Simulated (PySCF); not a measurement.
**Spinor energies of Lu²⁺ (lutetium, charge +2)**

Start: [Xe] 4f14 6s1; 6s1/2 filled at m_j = +1/2. Calculated with PySCF 2.14 in x2c-TZVPall-2c (11s11p10d2f1g, 117 functions): generalised Hartree-Fock with the X2C-1e Hamiltonian and a Gaussian nucleus; one run each with spin-orbit coupling (SO) switched off, then screened by Boettger's factors.

```csv
spinor shell,electrons,"ε, spin-free (eV)","ε, screened SO (eV)",weight of nominal j (screened SO),"rms radius, screened SO (bohr)"
1s1/2,2,-63666.9,-63650.1,1.000,0.0219
2s1/2,2,-10987.0,-10981.8,1.000,0.0884
2p1/2,2,-9667.6,-10462.7,1.000,0.0754
2p3/2,4,-9667.6,-9339.7,1.000,0.0825
3s1/2,2,-2561.3,-2559.6,1.000,0.227
3p1/2,2,-2158.2,-2330.1,1.000,0.218
3d3/2,4,-1670.2,-1701.1,1.000,0.206
3d5/2,6,-1670.2,-1648.2,1.000,0.210
4s1/2,2,-553.01,-552.57,1.000,0.509
4p1/2,2,-418.29,-457.74,1.000,0.520
4p3/2,4,-418.29,-401.76,1.000,0.552
4d3/2,4,-239.17,-245.32,1.000,0.585
4d5/2,6,-239.17,-234.79,1.000,0.597
5s1/2,2,-90.782,-90.736,1.000,1.26
5p1/2,2,-55.980,-61.273,1.000,1.41
5p3/2,4,-55.980,-53.807,1.000,1.52
4f5/2,6,-39.721,-40.481,1.000,0.789
4f7/2,8,-39.721,-38.915,1.000,0.799
6s1/2,1,-20.003,-20.009,1.000,3.40
```

**Question.** Where does 3p3/2 lie, and what is the 3p spin-orbit splitting (screened SO)?

**Answer.** At -2086.2 eV, 243.96 eV above 3p1/2.

```json
{"quantity": "E (hartree)", "spin-free": "-14551.76528", "screened SO": "-14566.20025"}
{"quantity": "M_J", "spin-free": "1/2", "screened SO": "1/2"}
{"quantity": "⟨J²⟩", "spin-free": "0.750", "screened SO": "0.750"}
{"quantity": "⟨L²⟩", "spin-free": "0.000", "screened SO": "0.107"}
{"quantity": "⟨S²⟩", "spin-free": "0.750", "screened SO": "0.858"}
```

Each row is a mean over spinors that exchange with the open shell spreads, by up to 0.340 eV (5s1/2).

Breit and QED terms are absent; they matter most for the inner s and p1/2 levels.

Densities and radii are taken from the X2C orbitals without a picture-change correction, which distorts them close to the nucleus.

Without spin-orbit coupling the j labels of p, d and f shells carry no meaning; the spin-free column gives the mean over the occupied spinors of each nl shell.
